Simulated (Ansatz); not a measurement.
CH$_{3}$BF$_{2}$Si, SMILES `F[Si]1(F)BC1`. Charge 0, multiplicity 1. All single points use the PBE0-D4/def2-TZVP geometry.

```xyz
8

F     1.905   -0.065    1.152
Si    0.686    0.665    0.446
F     0.285    1.806    1.468
B    -0.168    0.256   -1.163
C    -0.542   -0.796   -0.177
H    -0.822    0.795   -1.990
H    -1.522   -1.269   -0.139
H     0.178   -1.392    0.404
```

(1) What is the dipole moment at r2SCAN/def2-TZVPP? (Estimate.)

(2) And with PBE, B3LYP, ωB97M-V? (Estimate.)

(3) Give the Mulliken charges with r2SCAN, B3LYP, PBE in def2-TZVPP. (Estimate.)

## Answers

(1) Computed: 0.96 D, with components (-0.50, -0.81, -0.13) D in this frame, pointing from negative to positive charge.

(2) The calculation gave: PBE 0.97 D, B3LYP 0.91 D, ωB97M-V 0.85 D.

(3) Ansatz gave: 
| atom | r2SCAN | B3LYP | PBE |
| --- | --- | --- | --- |
| F1 | -0.29 | -0.29 | -0.25 |
| Si2 | 0.71 | 0.65 | 0.58 |
| F3 | -0.28 | -0.28 | -0.24 |
| B4 | -0.12 | -0.08 | -0.12 |
| C5 | -0.27 | -0.31 | -0.25 |
| H6 | 0.03 | 0.05 | 0.03 |
| H7 | 0.09 | 0.12 | 0.11 |
| H8 | 0.14 | 0.15 | 0.14 |

B3LYP here is the variant with VWN-RPA as its local correlation; programs differ in this.
